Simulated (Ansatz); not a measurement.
K5⁺. Charge 1, multiplicity 1. Geometry PBE/def2-SVP, basis def2-TZVP, Ansatz.

```xyz
5

K    -0.1509   -0.0619   -0.1090
K    -3.8741    0.6706    2.4520
K    -1.0091    3.7397    2.2356
K     3.7045   -2.4183   -0.5703
K     1.3295   -1.9300   -4.0083
```

```json
{"run": "A", "HOMO (eV)": "-4.97", "LUMO (eV)": "-4.00"}
{"run": "B", "HOMO (eV)": "-4.91", "LUMO (eV)": "-3.82"}
{"run": "C", "HOMO (eV)": "-5.38", "LUMO (eV)": "-3.63"}
{"run": "D", "HOMO (eV)": "-5.06", "LUMO (eV)": "-4.10"}
```

The structure comes from a short search, and lower isomers may exist.

The runs used PBE, PBE0, r2SCAN, revPBE. Estimate which is which.

A revPBE (0 % exact exchange); B r2SCAN (0 % exact exchange); C PBE0 (25 % exact exchange); D PBE (0 % exact exchange). Exact exchange lowers occupied and raises empty levels; among semilocal functionals meta-GGAs tend to open the gap a little, and such runs are hard to tell apart. The gap grows from 0.96 eV (PBE) to 1.75 eV (PBE0). The restricted singlet is unstable towards broken spin symmetry in Hartree–Fock (as tested in another run); at revPBE/def2-TZVP, r2SCAN/def2-TZVP, PBE0/def2-TZVP, PBE/def2-TZVP this wasn't settled.
